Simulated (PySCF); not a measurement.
Isomers of C6H14O2Si. Method used: PBE0-D3(BJ)/def2-SVP geometry optimisation, gas phase (PySCF). One conformer each; no zero-point energy, no entropy. No frequencies were run at this level. Point groups hold within 0.08 Å.

Task: Rank from lowest to highest electronic energy at this level (kJ/mol).
A. `[CH3:1][C@@H:2]1[CH2:3][CH2:4][CH2:5][C@@H:6]1[SiH:7]([OH:8])[OH:9]` with C5–C6–Si7–O8 -69°, C6–Si7–O8–H 164°, C6–Si7–O9–H 104°, C1–C2–C3–C4 -154°, C2–C3–C4–C5 2°, C3–C4–C5–C6 24°, C4–C5–C6–Si7 86°
B. `[CH3:1][CH:2]([CH3:3])[O:4][Si@@H:5]([OH:6])[CH:7]1[CH2:8][CH2:9]1` with C1–C2–O4–Si5 90°, C2–O4–Si5–O6 166°, O4–Si5–O6–H -36°, O4–Si5–C7–C8 -138°

Result: A (0.0), B (105.5).

As drawn, the higher has a three-membered ring, which the lower lacks.

```
                     SMILES      E (Eh)  E rel (kJ/mol)  dipole (D)  point group       A, B, C (MHz)
C[C@@H]1CCC[C@@H]1[SiH](O)O  -676.18584             0.0        1.76           C1   1877, 1137, 968.9
      CC(C)O[Si@@H](O)C1CC1  -676.14567           105.5        1.29           C1  2398, 806.8, 666.0
```
